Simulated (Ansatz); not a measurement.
Program: Ansatz. Geometries: PBE0-D4/def2-TZVP. ΔE: electronic, gas phase. CCSD(T)/CBS is the MP2 limit (def2-TZVPP, def2-QZVPP) plus CCSD(T) − MP2 in def2-TZVPP, frozen cores. DFT in def2-TZVPP. Each species was taken in one conformer, which may not be the lowest.

Reaction (formal exchange of groups at the Si–N bond): `[SiH3]N[SiH2]O[SiH3]` + `C=CCCO` → `C=C[SiH2]O[SiH3]` + `OCCN[SiH3]`

`[SiH3]N[SiH2]O[SiH3]`:

Cartesian coordinates in Å:
```
Si -1.987 -0.454 0.835
N -0.591 0.472 1.265
Si 0.392 1.414 0.221
O 1.550 0.545 -0.544
Si 1.804 -0.838 -1.378
H -2.185 -0.270 -0.625
H -3.204 -0.002 1.562
H -1.798 -1.900 1.130
H -0.253 0.364 2.211
H -0.489 2.018 -0.808
H 1.098 2.435 1.028
H 3.250 -1.166 -1.315
H 1.396 -0.665 -2.796
H 1.017 -1.953 -0.785
```

`C=CCCO`:

Z-matrix (Å, degrees):
```
C
C 1 1.498
C 1 1.516 2 114.9
H 1 1.098 2 108.8 3 -123.0
H 1 1.096 2 108.9 3 122.3
C 2 1.328 1 126.5 3 14.1
H 2 1.088 1 115.3 3 -166.1
O 3 1.410 1 112.7 2 65.4
H 3 1.092 1 109.6 2 -176.7
H 3 1.100 1 110.1 2 -59.3
H 6 1.083 2 121.0 1 179.4
H 6 1.086 2 122.6 1 0.5
H 8 0.962 3 107.6 1 -50.2
```

`C=C[SiH2]O[SiH3]`:

Cartesian coordinates in Å:
```
C -1.702 -1.206 -0.448
C -1.642 -0.541 0.703
Si -0.365 0.755 1.058
O 0.636 0.910 -0.226
Si 2.051 0.450 -0.901
H -2.455 -1.965 -0.640
H -0.998 -1.015 -1.252
H -2.378 -0.771 1.472
H 0.421 0.378 2.265
H -1.010 2.070 1.308
H 2.733 1.645 -1.455
H 2.924 -0.196 0.115
H 1.785 -0.515 -1.999
```

`OCCN[SiH3]`:

```xyz
14

O    -1.325   -0.148   -2.033
C    -1.653   -0.270   -0.662
C    -0.598    0.358    0.225
N     0.690   -0.250   -0.006
Si    2.010   -0.152    1.082
H    -1.397    0.778   -2.279
H    -2.636    0.170   -0.447
H    -1.706   -1.342   -0.463
H    -0.888    0.217    1.273
H    -0.591    1.448    0.048
H     0.871   -0.386   -0.990
H     3.094   -1.018    0.552
H     1.563   -0.626    2.421
H     2.567    1.222    1.280
```

```tsv
level	ΔE (kJ/mol)
r2SCAN-D4	111.3
ωB97X-V	108.7
PBE	101.6
HF/def2-TZVPP	107.7
MP2/def2-TZVPP	117.1
CCSD/def2-TZVPP	112.0
SCS-MP2/def2-QZVPP	114.3
HF/CBS(def2)	108.7
```

(1) What does CCSD(T)/CBS give? (Best estimate.)

Largest T1 diagnostic among the species: 0.011.

Answers

(1) Ansatz gave: +113.7 kJ/mol. The listed levels differ from it by -2.4, -5.0, -12.1, -6.0, 3.4, -1.7, 0.6, -5.0 kJ/mol.

In def2-TZVPP, CCSD(T) changes the Hartree–Fock value by +4.8 kJ/mol (the triples alone add +0.5 kJ/mol) and MP2 by +9.4 kJ/mol. From PBE to PBE0 (25 % exact exchange), in def2-TZVPP and without D4, ΔE moves by +4.3 kJ/mol. The D4 term adds +4.4 kJ/mol with B3LYP and +2.4 kJ/mol with PBE0; it sums over pairs of atoms, weighted by their polarisabilities, and B3LYP, whose exchange is more repulsive, gets the larger term.

B3LYP here is the variant with VWN-RPA as its local correlation; programs differ in this.
